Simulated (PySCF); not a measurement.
First SCF of a structure search on quartet IrSF₂, at a hand-made T-shaped (ligand arrangement 1) geometry. PySCF input:

```python
from pyscf import gto, scf, dft
mol = gto.M(atom='''
Ir     0.000000     0.000000     0.000000
S     -2.088700     0.000000     0.072900
F      0.000000     0.000000     1.860000
F      1.858900     0.000000     0.064900''',
    basis={'Ir': 'def2-TZVP', 'S': 'def2-TZVP', 'F': 'def2-TZVP'},
    ecp={'Ir': 'def2-TZVP'},
    charge=0, spin=3)
mf = dft.UKS(mol, xc='PBE0')
mf.grids.atom_grid = (50, 194)
aux = {'Ir': 'def2-universal-JKFIT', 'S': 'def2-universal-JKFIT', 'F': 'def2-universal-JKFIT'}
mf = mf.density_fit(auxbasis=aux)
mf.conv_tol = 1e-08
mf.diis_space = 10
mf.max_cycle = 60
mf.init_guess = 'minao'
mf.verbose = 4
mf.kernel()
```

Excerpt of the output (cycles alone):

```
init E= -684.829920117265
cycle= 1 E= -701.573668168003  delta_E= -16.7  |g|= 0.869  |ddm|= 6.27
cycle= 2 E= -698.513426805085  delta_E= 3.06  |g|= 2.76  |ddm|= 2.34
cycle= 3 E= -701.782980274703  delta_E= -3.27  |g|= 0.603  |ddm|= 1.91
cycle= 4 E= -701.889134046205  delta_E= -0.106  |g|= 0.387  |ddm|= 0.565
cycle= 5 E= -701.929476620453  delta_E= -0.0403  |g|= 0.179  |ddm|= 0.274
cycle= 6 E= -701.943208009383  delta_E= -0.0137  |g|= 0.0447  |ddm|= 0.107
cycle= 7 E= -701.944545158097  delta_E= -0.00134  |g|= 0.0232  |ddm|= 0.0608
cycle= 8 E= -701.9448974821  delta_E= -0.000352  |g|= 0.00707  |ddm|= 0.029
cycle= 9 E= -701.945003102657  delta_E= -0.000106  |g|= 0.00306  |ddm|= 0.0206
cycle= 10 E= -701.945025873572  delta_E= -2.28e-05  |g|= 0.00165  |ddm|= 0.0117
cycle= 11 E= -701.945029006779  delta_E= -3.13e-06  |g|= 0.000749  |ddm|= 0.00411
cycle= 12 E= -701.945029774396  delta_E= -7.68e-07  |g|= 0.00021  |ddm|= 0.00203
cycle= 13 E= -701.945029923728  delta_E= -1.49e-07  |g|= 9.86e-05  |ddm|= 0.000926
cycle= 14 E= -701.945029991615  delta_E= -6.79e-08  |g|= 4.92e-05  |ddm|= 0.000807
cycle= 15 E= -701.945030007209  delta_E= -1.56e-08  |g|= 2.98e-05  |ddm|= 0.000401
cycle= 16 E= -701.945030011687  delta_E= -4.48e-09  |g|= 1.06e-05  |ddm|= 0.000244
Extra cycle  E= -701.945030012037  delta_E= -3.5e-10  |g|= 1.29e-05  |ddm|= 4.03e-05
converged SCF energy = -701.945030012037  <S^2> = 3.7819787  2S+1 = 4.0159575
```

This is not the lowest solution: another start and a stability analysis within the same unrestricted form found one 3.2 kJ/mol lower, at -701.94626 Eh.

Open d and f shells are described by one determinant, and the ground state may have another occupation or spin. Spin–orbit coupling, left out here, can matter for elements this heavy.

The search for the lowest solution, 3 starts and the stability check together, took 58 s on 2 threads of a shared Arm Neoverse V2 host, with 139 basis functions; the process peaked at 0.7 GiB. Launch command: `OMP_NUM_THREADS=2 python axn.py task.json out`.
